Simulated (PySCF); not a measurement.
C3H5BFNO, SMILES CN1B(O)C(=C1)F.

The structure is a stationary point at B3LYP-D3(BJ)/def2-SVP. The structure was generated by enumeration, and PubChem lists no compound with its InChIKey, so it may never have been made. One conformer was computed; it need not be the lowest.

Two levels are set side by side: TDDFT-PBE/def2-SVPD (PySCF) and TDDFT-ωB97X/def2-SVPD (PySCF). Vertical, same geometry. The lowest singlet is HOMO→LUMO 98 % with PBE and HOMO→LUMO 97 % with the other functional; states are paired by order. Differences are taken from unrounded values.

```json
[
 {"quantity": "lowest singlet excitation (eV)", "TDDFT-PBE": "3.25"},
 {"quantity": "lowest triplet excitation (TDA) (eV)", "TDDFT-PBE": "2.54"}
]
```

### Question
These are the TDDFT-PBE values. What does TDDFT-ωB97X give? (The exact figures need the calculation; the answer reports its results.)

### Answer

```csv
quantity,TDDFT-ωB97X,TDDFT-PBE minus TDDFT-ωB97X
lowest singlet excitation (eV),3.98,-0.73
lowest triplet excitation (TDA) (eV),2.91,-0.37
```

A lower first singlet is the usual sign of a functional without exact exchange. Differences between two approximate levels are no errors against the true value.

Rough cost on one machine, each run with all the roots and properties that it gave: TDDFT-ωB97X against TDDFT-PBE about 9 times.
